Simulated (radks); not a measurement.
Values are calculated unless marked as measured or tabulated.
Coulomb parameter of the 4f shell of the terbium ion Tb+ in the model configuration [Xe] 4f9 6s1, as a second difference U = [E(n + 0.25) + E(n - 0.25) - 2 E(n)] / (0.25)^2 with all orbitals relaxed. "Bare": the charge of the atom changes with n. "Screened": the 6s shell takes up the change at fixed total charge, which measures U(4f,4f) + U(6s,6s) - 2 U(4f,6s). Code: a radial shooting solver on a logarithmic mesh with Libxc functionals. Model: scalar-relativistic Kohn-Sham, LDA (Slater exchange, Perdew-Wang correlation), spin-unpolarised, spherical densities, finite nucleus; Fermi nuclear charge, rms radius 5.06 fm.

start: configuration [Xe] 4f9 6s1; E - E(n) (eV) 0.000
bare +0.25: configuration [Xe] 4f9.25 6s1; E - E(n) (eV) -1.992
bare -0.25: configuration [Xe] 4f8.75 6s1; E - E(n) (eV) 2.885
screened +0.25: configuration [Xe] 4f9.25 6s0.75; E - E(n) (eV) -0.003
screened -0.25: configuration [Xe] 4f8.75 6s1.25; E - E(n) (eV) 0.362

U(bare) = 14.292 eV, U(screened by 6s) = 5.735 eV, against the Slater integral F0(4f,4f) = 28.711 eV with frozen orbitals.
